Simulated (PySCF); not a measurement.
C3H10OSi2, SMILES [SiH2]1[C@@H](O[C@@H]1[SiH3])C.

Geometry: PBE-D3(BJ)/def2-SVP. The structure was generated by enumeration; whether it is a known compound was not checked.

Two levels are set side by side: TDA-PBE/def2-SVPD (PySCF) and TDA-PBE0/def2-SVPD (PySCF). Vertical, same geometry. The lowest singlet is HOMO→LUMO 99 % with PBE and HOMO→LUMO 98 % with the other functional; states are paired by order. Differences are taken from unrounded values.

```json
[
 {"quantity": "lowest singlet excitation (eV)", "TDA-PBE0": "5.62", "TDA-PBE": "4.64", "TDA-PBE minus TDA-PBE0": "-0.98"},
 {"quantity": "lowest triplet excitation (TDA) (eV)", "TDA-PBE0": "5.39", "TDA-PBE": "4.53", "TDA-PBE minus TDA-PBE0": "-0.86"},
 {"quantity": "first bright state (f over 0.05) (eV)", "TDA-PBE0": "6.82", "TDA-PBE": "6.15", "TDA-PBE minus TDA-PBE0": "-0.68"},
 {"quantity": "its oscillator strength", "TDA-PBE0": "0.06", "TDA-PBE": "0.06", "TDA-PBE minus TDA-PBE0": "0.00"}
]
```

A lower first singlet is the usual sign of a functional without exact exchange. Differences between two approximate levels are no errors against the true value.

Rough cost on one machine, each run with all the roots and properties that it gave: TDA-PBE0 against TDA-PBE about 2 times.
